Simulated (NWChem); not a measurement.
System: GeNH3O, singlet; SMILES [NH2][Ge][OH]

Parts of the log:

```
             Northwest Computational Chemistry Package (NWChem) 7.3.0
             --------------------------------------------------------

                             Geometry "geometry" -> ""
                             -------------------------

 Output coordinates in angstroms (scale by  1.889725989 to convert to a.u.)

  No.       Tag          Charge          X              Y              Z
 ---- ---------------- ---------- -------------- -------------- --------------
    1 Ge                  32.0000    -0.46484400     0.04437400     0.00000000
    2 O                    8.0000     0.72812000     1.41254600     0.00000000
    3 H                    1.0000     1.65607500     1.12589700     0.00000000
    4 N                    7.0000     0.72032500    -1.37638400     0.00000000
    5 H                    1.0000     1.73477700    -1.32911000     0.00000000
    6 H                    1.0000     0.38823000    -2.33447900     0.00000000

 Effective nuclear repulsion energy (a.u.)     185.9597514821

                              NWChem Property Module
                              ----------------------

                                 NWChem DFT Module
                                 -----------------

 Summary of "ao basis" -> "ao basis" (spherical)
 ------------------------------------------------------------------------------
       Tag                 Description            Shells   Functions and Types
 ---------------- ------------------------------  ------  ---------------------
 Ge                        def2-svpd                14       38   6s4p4d
 O                         def2-svpd                 9       23   4s3p2d
 H                         def2-svpd                 4        8   2s2p
 N                         def2-svpd                 8       20   4s2p2d

            General Information
            -------------------
          SCF calculation type: DFT
          Wavefunction type:  closed shell.
          No. of atoms     :     6
          No. of electrons :    50
           Alpha electrons :    25
            Beta electrons :    25
          Charge           :     0
          Spin multiplicity:     1
          Use of symmetry is: off; symmetry adaption is: off
          Maximum number of iterations: 150
          AO basis - number of functions:   105
                     number of shells:    43
          Convergence on energy requested:  1.00D-06
          Convergence on density requested:  1.00D-05
          Convergence on gradient requested:  5.00D-04

              XC Information
              --------------
                         PBE0 Method XC Functional
                     Hartree-Fock (Exact) Exchange  0.250
          PerdewBurkeErnzerhof Exchange Functional  0.750
            Perdew 1991 LDA Correlation Functional  1.000 local
           PerdewBurkeErnz. Correlation Functional  1.000 non-local

             Grid Information
             ----------------
          Grid used for XC integration:  medium
          Radial quadrature: Mura-Knowles
          Angular quadrature: Lebedev.
          Tag              B.-S. Rad. Rad. Pts. Rad. Cut. Ang. Pts.
          ---              ---------- --------- --------- ---------
          Ge                  1.25      112          10.0       590
          O                   0.60       49          11.0       434
          H                   0.35       45          12.0       434
          N                   0.65       49          10.0       434
          Grid pruning is: on
          Number of quadrature shells:   345
          Spatial weights used:  Erf1

      Superposition of Atomic Density Guess
      -------------------------------------

 Sum of atomic energies:       -2205.48029756

      Non-variational initial energy
      ------------------------------

 Total energy =   -2206.193382
 1-e energy   =   -3443.163071
 2-e energy   =    1051.009937
 HOMO         =      -0.289714
 LUMO         =      -0.019292

   convergence    iter        energy       DeltaE   RMS-Dens  Diis-err
 ---------------- ----- ----------------- --------- --------- ---------
 d= 0,ls=0.0,diis     1  -2207.9843311606 -2.39D+03  1.53D-02  7.46D-01
 d= 0,ls=0.0,diis     2  -2207.8403087151  1.44D-01  7.91D-03  2.16D+00
 d= 0,ls=0.0,diis     3  -2208.0675519247 -2.27D-01  1.49D-03  4.20D-02
 d= 0,ls=0.0,diis     4  -2208.0695214202 -1.97D-03  7.80D-04  1.72D-02
 d= 0,ls=0.0,diis     5  -2208.0713160204 -1.79D-03  1.92D-04  1.10D-03
  Resetting Diis
 d= 0,ls=0.0,diis     6  -2208.0714232421 -1.07D-04  5.01D-05  4.13D-05
 d= 0,ls=0.0,diis     7  -2208.0714255081 -2.27D-06  8.68D-06  3.66D-07
 d= 0,ls=0.0,diis     8  -2208.0714255401 -3.20D-08  3.66D-06  2.16D-07

         Total DFT energy =    -2208.071425540094
      One electron energy =    -3445.177736089081
           Coulomb energy =     1146.393026927364
    Exchange-Corr. energy =      -95.246467860452
 Nuclear repulsion energy =      185.959751482075

 Numeric. integr. density =       49.999996275971

                       DFT Final Molecular Orbital Analysis
                       ------------------------------------

 Vector   23  Occ=2.000000D+00  E=-3.444319D-01
              MO Center=  6.3D-01,  9.8D-01,  1.3D-09, r^2= 1.7D+00
   Bfn.  Coefficient  Atom+Function         Bfn.  Coefficient  Atom+Function
  ----- ------------  ---------------      ----- ------------  ---------------
    45      0.544328  2 O  pz                48      0.387158  2 O  pz
    76     -0.166479  4 N  pz                15      0.162139  1 Ge pz
    79      0.119524  4 N  pz                12     -0.095162  1 Ge pz
    51      0.088899  2 O  pz                18      0.086354  1 Ge pz
    22      0.039381  1 Ge d  1              58     -0.032818  2 O  d -1

 Vector   24  Occ=2.000000D+00  E=-2.880878D-01
              MO Center=  6.6D-01, -9.3D-01,  3.4D-09, r^2= 2.0D+00
   Bfn.  Coefficient  Atom+Function         Bfn.  Coefficient  Atom+Function
  ----- ------------  ---------------      ----- ------------  ---------------
    76      0.520883  4 N  pz                79     -0.380832  4 N  pz
    45      0.251461  2 O  pz                48      0.186297  2 O  pz
    18     -0.102101  1 Ge pz                15     -0.094639  1 Ge pz
    97     -0.060417  5 H  pz                12      0.056993  1 Ge pz
   105     -0.053754  6 H  pz                20     -0.050250  1 Ge d -1

 Vector   25  Occ=2.000000D+00  E=-2.755500D-01
              MO Center= -6.6D-01,  2.3D-02, -2.0D-09, r^2= 2.5D+00
   Bfn.  Coefficient  Atom+Function         Bfn.  Coefficient  Atom+Function
  ----- ------------  ---------------      ----- ------------  ---------------
     4      0.563005  1 Ge s                  3     -0.328897  1 Ge s
     5      0.311990  1 Ge s                 13     -0.310272  1 Ge px
    16     -0.240167  1 Ge px                10      0.180499  1 Ge px
    72     -0.166435  4 N  s                 74     -0.156549  4 N  px
    43      0.152338  2 O  px                75      0.147315  4 N  py

 Vector   26  Occ=0.000000D+00  E=-4.636280D-02
              MO Center= -4.9D-01, -2.6D-02,  3.0D-10, r^2= 3.1D+00
   Bfn.  Coefficient  Atom+Function         Bfn.  Coefficient  Atom+Function
  ----- ------------  ---------------      ----- ------------  ---------------
    18      0.644152  1 Ge pz                15      0.439076  1 Ge pz
    12     -0.240568  1 Ge pz                76      0.220843  4 N  pz
    79     -0.192333  4 N  pz                45     -0.189559  2 O  pz
    48     -0.159623  2 O  pz                37      0.127842  1 Ge d  1
     9      0.077696  1 Ge pz                69     -0.068720  3 H  pz

 Vector   27  Occ=0.000000D+00  E= 1.098302D-02
              MO Center=  1.3D+00, -7.3D-01, -2.4D-09, r^2= 7.4D+00
   Bfn.  Coefficient  Atom+Function         Bfn.  Coefficient  Atom+Function
  ----- ------------  ---------------      ----- ------------  ---------------
    73      4.005615  4 N  s                  5     -1.597571  1 Ge s
    91     -1.511845  5 H  s                 99     -1.507974  6 H  s
     6      1.211068  1 Ge s                 95      0.675904  5 H  px
    49      0.632025  2 O  px               104     -0.602140  6 H  py
    63     -0.549440  3 H  s                 17      0.511522  1 Ge py

 Vector   28  Occ=0.000000D+00  E= 1.452910D-02
              MO Center= -2.9D-01,  5.9D-03,  2.9D-10, r^2= 6.5D+00
   Bfn.  Coefficient  Atom+Function         Bfn.  Coefficient  Atom+Function
  ----- ------------  ---------------      ----- ------------  ---------------
    73      2.942189  4 N  s                 42     -1.321813  2 O  s
    99     -0.998342  6 H  s                  5     -0.790908  1 Ge s
    91     -0.744630  5 H  s                 34      0.584128  1 Ge d -2
    63      0.519785  3 H  s                 16     -0.382689  1 Ge px
   104     -0.356003  6 H  py                49     -0.303291  2 O  px

     Multipole analysis of the density
     ---------------------------------

     L   x y z        total         alpha         beta         nuclear
     -   - - -        -----         -----         ----         -------
     0   0 0 0     -0.000000    -25.000000    -25.000000     50.000000

     1   1 0 0      0.484546      0.458355      0.458355     -0.432163
     1   0 1 0     -0.919179     -0.977333     -0.977333      1.035487
     1   0 0 1     -0.000000     -0.000000     -0.000000      0.000000

     2   2 0 0    -19.382553    -46.635120    -46.635120     73.887688
     2   1 1 0     -0.614745      0.977497      0.977497     -2.569740
     2   1 0 1      0.000000      0.000000      0.000000      0.000000
     2   0 2 0    -22.681632    -78.780900    -78.780900    134.880168
     2   0 1 1      0.000000      0.000000      0.000000      0.000000
     2   0 0 2    -22.466611    -11.233306    -11.233306      0.000000

 *** CALLING NEW AORESP DRIVER FOR CLOSED AND OPEN SHELLS ***
 Entering AOResponse driver routine

--------------------------------------------------------------------------------

          -----------------------------------------------
          Solving response equations for perturbing field
          -----------------------------------------------

 number of frequencies:     1
 frequency in a.u.:  0.4280000E-01
 Perturbing field: electric
 Using El. Dipole Length Gauge

 Setting up CPKS with frequency omega =      0.04280000 a.u.

                            NWChem Dynamic CPHF Module
                            --------------------------

    scftype = RHF
    nclosed =   25
      nopen =    0
  variables =     4000
  num. vecs =        3
  tolerance =   1.0D-04
  max. iter =   50

 SCF residual:    2.2502373828019263E-004

Iterative solution of linear equations
  No. of variables     4000
  No. of equations        3
  Maximum subspace       30
       Convergence  1.0D-04

   iter   nsub   residual    time
   ----  ------  --------  ---------
     1      3    3.48D+00      40.8
     2      6    3.18D+00      61.4
     3      9    6.49D-01      82.1
     4     12    5.75D-02     102.9
     5     15    4.02D-02     123.8
     6     18    1.44D-02     144.9
     7     21    2.97D-03     165.7
     8     24    5.96D-04     186.4
     9     27    9.41D-05     207.0

 Electric Dipole Response Matrix (nonzero elements):

              1        2        3
    1   49.5241  -2.1753  -0.0000
    2   -2.1753  53.7335   0.0000
    3   -0.0000   0.0000  38.6856

 ------------------------------------------
 average:        47.31440 + I       0.00000

 DFT Linear Response polarizability / au
 Frequency  =       0.0428000 / au
 Wavelength =    1064.5643224 / nm
              X              Y              Z
 -----------------------------------------------
 X      49.5240796     -2.1753112     -0.0000000
 Y      -2.1753062     53.7334874      0.0000000
 Z      -0.0000000      0.0000000     38.6856339
 -----------------------------------------------
 Eigenvalues =      48.6019440     54.6556230     38.6856339
 Isotropic   =      47.3144003
 Anisotropic =      13.9646122
 -----------------------------------------------

 Magnetic Dipole Response Matrix (nonzero elements):

 Exiting AOResponse driver routine
```

Level: PBE0/def2-SVPD. Low-valent species are run as closed-shell singlets; no triplet was tried in these runs. Geometry: optimised at B3LYP/6-31G* (spherical d).

Question: Write an input that gives this output.

Answer: One answer among several that fit: the input that was run:
```
start job
memory heap 200 mb stack 900 mb global 1100 mb
geometry units angstroms noautosym nocenter noautoz
  Ge    -0.464844     0.044374     0.000000
  O      0.728120     1.412546     0.000000
  H      1.656075     1.125897     0.000000
  N      0.720325    -1.376384     0.000000
  H      1.734777    -1.329110     0.000000
  H      0.388230    -2.334479     0.000000
end
basis spherical
  * library def2-svpd
end
dft
  xc pbe0
  iterations 150
end
property
  response 1 0.0428
end
task dft property
```
